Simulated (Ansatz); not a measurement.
Basis-set extrapolation for C2H6O2Si (`O=CC[SiH2]O`) (PBE0-D4/def2-TZVP geometry, frozen core, Ansatz 0.2.0). Multiplicity 1, RHF reference.

```json
{"": "HF", "def2-TZVPP": "-518.043985", "def2-QZVPP": "-518.063974"}
{"": "MP2 correlation", "def2-TZVPP": "-0.923429", "def2-QZVPP": "-0.992401"}
{"": "CCSD(T) correlation", "def2-TZVPP": "-0.994300", "def2-QZVPP": "not run"}
```

Energies in hartree. Use E(X) = E(∞) + A·exp(−7.88·√X) for Hartree–Fock and E(X) = E(∞) + B·X^(−2.97) for correlation, with X = 3 and 4, and add CCSD(T) minus MP2 of the smaller set to the MP2 limit.

Task: What is the CCSD(T) energy at the basis-set limit?

Result: HF limit: -518.063974 + (-0.019989) × 0.13774 = -518.06673. MP2 limit: -0.992401 + (-0.068972) × 0.74074 = -1.04349. Higher-order term: -0.994300 − (-0.923429) = -0.07087. Total: -519.18109 hartree, 3.89 eV below CCSD(T)/def2-TZVPP.
